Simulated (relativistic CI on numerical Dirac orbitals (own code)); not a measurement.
## d1 to d9 in one octahedral field

Computed with a parametric ligand-field model without spin-orbit coupling, by exact diagonalisation: B = 630, C = 3000, 10Dq = 25900 cm⁻¹ (Oh; |10Dq|/B = 41.1) for every shell. Energies in cm⁻¹; the field energy is (0.6 n_e − 0.4 n_t2) × 10Dq of the ground term; g labels are left out.

```csv
Shell,Ground term,Electrons in e,Field energy,First spin-allowed bands,Lowest term of other spin
d1,2T2,0.000,-10360,2E 25900,
d2,3T1,0.014,-20364,"3T2 24456, 3T1 32463",1T2 10039
d3,4A2,0.000,-31080,"4T2 25900, 4T1 32777",2E 13889
d4,3T1,0.024,-40825,"3E 23164, 3T1 23941",5E 7953
d5,2T2,0.043,-50683,"2A2 22354, 2T1 22564",4T1 12052
d6,?,?,?,?,?
d7,2E,1.024,-46004,"2T1 23670, 2T2 24400",4T1 11774
d8,3A2,2.000,-31080,"3T2 25900, 3T1 32777",1E 10949
d9,2E,3.000,-15540,2T2 25900,
```

**Question.** Fill in the row of d6.

**Answer.** Ground term: 1A1; Electrons in e: 0.034; Field energy: -61272; First spin-allowed bands: 1T1 23834, 1T2 32475; Lowest term of other spin: 3T1 17488. Low spin: d4, d5, d6, d7; the other shells keep the spin of the free ion. Only d4 to d7 can choose; the field needed to pair spins is smallest for d6 and largest for d5, which loses most exchange energy. In the strong-field picture 10Dq must exceed about 6B + 5C = 18780 (d4), 7.5B + 5C = 19725 (d5), 2.5B + 4C = 13575 (d6) and 4B + 4C = 14520 (d7); mixing of terms shifts these bounds somewhat.
